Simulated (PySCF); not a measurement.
Molecule (SMILES): [AlH] (AlH) (closed-shell singlet).
Geometry (B3LYP-D3(BJ)/def2-TZVP, fixed):
```
Al
H 1 1.6619
```
Charge 0, spin multiplicity 1.

Basis-set convergence of the lowest singlet excitation energy at PBE0 with PySCF. Tamm-Dancoff approximation; the state is taken by its order, and sets in which it differs in degeneracy or brightness are left out, yet its character can still change. All functions are spherical. Density fitting with generated auxiliary sets. No added dispersion term, no relativity. Reference: the value in aug-pcseg-3, 2.961 eV, itself unsure by roughly 0.004 eV (its mean distance from aug-cc-pV(Q+d)Z, aug-pcseg-2, aug-cc-pV(T+d)Z).

| basis | functions | lowest singlet excitation energy (eV) |
|---|---|---|
| def2-SVP | 23 | (withheld) |
| cc-pV(D+d)Z | 28 | (withheld) |
| def2-SVPD | 32 | (withheld) |
| 6-311+G** | 36 | 2.981 |
| aug-pcseg-1 | 36 | (withheld) |
| aug-cc-pV(D+d)Z | 41 | 2.953 |
| pcseg-2 | 48 | 2.972 |
| cc-pV(T+d)Z | 53 | 2.979 |
| def2-TZVPP | 56 | 2.981 |
| 6-311++G(3df,3pd) | 65 | 2.961 |
| def2-TZVPPD | 65 | 2.980 |
| aug-pcseg-2 | 73 | 2.954 |
| aug-cc-pV(T+d)Z | 78 | 2.961 |
| cc-pV(Q+d)Z | 94 | 2.969 |
| aug-pcseg-3 | 138 | 2.961 |
| cc-pV(5+d)Z | 155 | 2.966 |
| pcseg-4 | 166 | 2.967 |
| aug-cc-pV(5+d)Z | 216 | 2.963 |

**Question.** Some entries are withheld; supply them.

**Answer.** 
- def2-SVP, lowest singlet excitation energy (eV): 2.998
- cc-pV(D+d)Z, lowest singlet excitation energy (eV): 2.975
- def2-SVPD, lowest singlet excitation energy (eV): 2.990
- aug-pcseg-1, lowest singlet excitation energy (eV): 2.935
